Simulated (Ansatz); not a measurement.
`C#C[Si](C)(F)F` + `N=C=O` → `C[Si](F)(F)N=C=O` + `C#C`  (ligand exchange at the Si–C bond)

Calculated with Ansatz (gas phase, PBE0-D4/def2-TZVP geometries, no zero-point term in ΔE). CBS: MP2 limit from def2 TZ/QZ plus the TZ coupled-cluster correction, frozen cores. This one scheme is used for every species. Functionals use def2-TZVPP. Each species was taken in one conformer, which may not be the lowest.

```
             level  ΔE (kJ/mol)  difference from CCSD(T)/CBS
       LDA (SPW92)        -61.2                          5.2
            PBE-D4        -55.9                         10.5
         r2SCAN-D4        -63.2                          3.2
           PBE0-D4        -63.1                          3.3
           ωB97M-V        -67.2                         -0.8
          PBE-QIDH        -67.1                         -0.7
              BLYP        -59.4                          7.0
              PBE0        -62.6                          3.8
           LC-ωPBE        -68.4                         -2.0
RPA@PBE/def2-TZVPP        -60.6                          5.8
      MP2/def2-SVP        -67.8                         -1.4
     CCSD/def2-SVP        -69.9                         -3.5
  CCSD(T)/def2-SVP        -66.4                          0.0
SCS-MP2/def2-TZVPP        -66.8                         -0.4
CCSD(T)/def2-TZVPP        -65.5                          0.9
    MP2/def2-QZVPP        -67.0                         -0.6
       CCSD(T)/CBS        -66.4                            0
```

(1) What do rigid-rotor, harmonic-oscillator terms from PBE0-D4/def2-TZVP frequencies (298.15 K, 1 bar) make of the CCSD(T)/CBS value? (Estimate.)

Largest T1 diagnostic among the species: 0.018.

## Answers

(1) Computed: ΔZPE = +1.2 kJ/mol, ΔH = -64.5 kJ/mol, ΔS = 0 J/(mol·K), ΔG = -64.5 kJ/mol. Modes under 50 cm⁻¹ make the entropy rough.

From r2SCAN to r2SCAN0 (25 % exact exchange), in def2-TZVPP and without D4, ΔE moves by −5.3 kJ/mol. Leaving LDA and LC-ωPBE aside and taking each functional with its dispersion term where it has one, the values, not all of them listed here, spread over 18.4 kJ/mol, from BHLYP-D4 to revPBE-D4. LDA lies −5.9 kJ/mol from PBE without D4.

CCSD(T)/CBS has its own doubt, a few kJ/mol and more with outer-core shells, so smaller differences from it don't rank the levels.
